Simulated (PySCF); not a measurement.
Isomers of C5H14OSSi, mass 150.053 u with the commonest isotopes. Theory: PBE0/pcSseg-1 in PySCF (dipole) on a GFN2-xTB geometry, gas phase. One conformer each, none proved a minimum here; rigid rotors.

Question: Order these by radius of gyration √(Σ m r²/M), largest first.
A. `[CH3:1][CH2:2][C@:3]([CH3:4])([CH2:5][SH:6])[O:7][SiH3:8]` with C1–C2–C3–C4 -178°, C2–C3–C5–S6 177°, C3–C5–S6–H 53°, C2–C3–O7–Si8 -69°
B. `[CH3:1][O:2][Si@H:3]([SH:4])[CH2:5][CH:6]([CH3:7])[CH3:8]` with C1–O2–Si3–S4 -178°, O2–Si3–S4–H 18°, O2–Si3–C5–C6 155°, Si3–C5–C6–C7 -172°
C. `[CH3:1][S:2][SiH2:3][O:4][C:5]([CH3:6])([CH3:7])[CH3:8]` with C1–S2–Si3–O4 175°, S2–Si3–O4–C5 169°
D. `[CH3:1][CH2:2][CH2:3][CH2:4][Si@H:5]([SH:6])[O:7][CH3:8]` with C1–C2–C3–C4 178°, C2–C3–C4–Si5 179°, C3–C4–Si5–S6 -69°, C4–Si5–S6–H -57°, C4–Si5–O7–C8 173°

Answer: D (2.645 Å), C (2.417 Å), B (2.351 Å), A (2.179 Å).

Question: Order these by dipole moment, largest first.
A. `[CH3:1][CH2:2][C@:3]([CH3:4])([CH2:5][SH:6])[O:7][SiH3:8]` with C1–C2–C3–C4 -178°, C2–C3–C5–S6 177°, C3–C5–S6–H 53°, C2–C3–O7–Si8 -69°
B. `[CH3:1][CH2:2][CH2:3][CH2:4][Si@H:5]([SH:6])[O:7][CH3:8]` with C1–C2–C3–C4 178°, C2–C3–C4–Si5 179°, C3–C4–Si5–S6 -69°, C4–Si5–S6–H -57°, C4–Si5–O7–C8 173°
C. `[CH3:1][S:2][SiH2:3][O:4][C:5]([CH3:6])([CH3:7])[CH3:8]` with C1–S2–Si3–O4 175°, S2–Si3–O4–C5 169°
D. `[CH3:1][O:2][CH2:3][SiH2:4][S:5][CH:6]([CH3:7])[CH3:8]` with C1–O2–C3–Si4 180°, O2–C3–Si4–S5 -176°, C3–Si4–S5–C6 -169°, Si4–S5–C6–C7 74°
E. `[CH3:1][O:2][Si@H:3]([SH:4])[CH2:5][CH:6]([CH3:7])[CH3:8]` with C1–O2–Si3–S4 -178°, O2–Si3–S4–H 18°, O2–Si3–C5–C6 155°, Si3–C5–C6–C7 -172°

Answer: E (2.75 D), C (2.41 D), A (2.23 D), B (1.39 D), D (0.42 D).

Question: Order these by rotational constant A, smallest first.
A. `[CH3:1][CH2:2][CH2:3][CH2:4][Si@H:5]([SH:6])[O:7][CH3:8]` with C1–C2–C3–C4 178°, C2–C3–C4–Si5 179°, C3–C4–Si5–S6 -69°, C4–Si5–S6–H -57°, C4–Si5–O7–C8 173°
B. `[CH3:1][O:2][Si@H:3]([SH:4])[CH2:5][CH:6]([CH3:7])[CH3:8]` with C1–O2–Si3–S4 -178°, O2–Si3–S4–H 18°, O2–Si3–C5–C6 155°, Si3–C5–C6–C7 -172°
C. `[CH3:1][O:2][CH2:3][SiH2:4][S:5][CH:6]([CH3:7])[CH3:8]` with C1–O2–C3–Si4 180°, O2–C3–Si4–S5 -176°, C3–Si4–S5–C6 -169°, Si4–S5–C6–C7 74°
D. `[CH3:1][S:2][SiH2:3][O:4][C:5]([CH3:6])([CH3:7])[CH3:8]` with C1–S2–Si3–O4 175°, S2–Si3–O4–C5 169°
E. `[CH3:1][CH2:2][C@:3]([CH3:4])([CH2:5][SH:6])[O:7][SiH3:8]` with C1–C2–C3–C4 -178°, C2–C3–C5–S6 177°, C3–C5–S6–H 53°, C2–C3–O7–Si8 -69°

Answer: E (1579 MHz), B (1792 MHz), A (2468 MHz), D (3275 MHz), C (3665 MHz).

```tsv
SMILES	point group	Ia (u·Å²)	Ib (u·Å²)	Ic (u·Å²)	κ	μa (D)	μb (D)	μc (D)
CC[C@](C)(CS)O[SiH3]	C1	319.98	481.34	623.18	-0.38	1.83	1.06	0.72
CCCC[Si@H](S)OC	C1	204.76	871.17	1023.70	-0.91	0.16	1.30	0.47
CS[SiH2]OC(C)(C)C	C1	154.30	781.80	816.90	-0.98	1.31	2.02	0.14
COC[SiH2]SC(C)C	C1	137.89	952.68	973.07	-0.99	0.06	0.15	0.38
CO[Si@H](S)CC(C)C	C1	282.10	606.48	769.90	-0.69	0.34	2.71	0.29
```
